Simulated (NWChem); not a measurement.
Species: SiSH cation, singlet; SMILES [Si]=[SH+]

```xyz
3

Si    -0.0350    -1.0961     0.0000
S      0.1069     0.9644     0.0000
H     -1.2593     1.0423     0.0000
```
Atoms are numbered in this order, from 1.

Results from NWChem. Low-valent species are run as closed-shell singlets; no triplet was tried in these runs. Structure relaxed at the PBE0/def2-SVP level. Core excitations by TDA in a window of 1s orbitals, non-relativistic and unshifted: absolute energies depend strongly on the exact-exchange share.

For level Si K edge, PBE/cc-pVTZ:

| Property | Result |
|---|---|
| first 1s excitation (eV) | 1779.4 |
| dipole oscillator strength of the first | 0.0068 |
| first state with f > 0.002 (eV) | 1779.4 |
| dipole oscillator strength of that state | 0.0068 |

Task: What are these values for level S K edge, PBE/cc-pVTZ?

Result: The first 1s excitation (eV) is 2393.6 and the dipole oscillator strength of the first is 0.0003. The first state with f > 0.002 (eV) is 2397.6 and the dipole oscillator strength of that state is 0.0029.
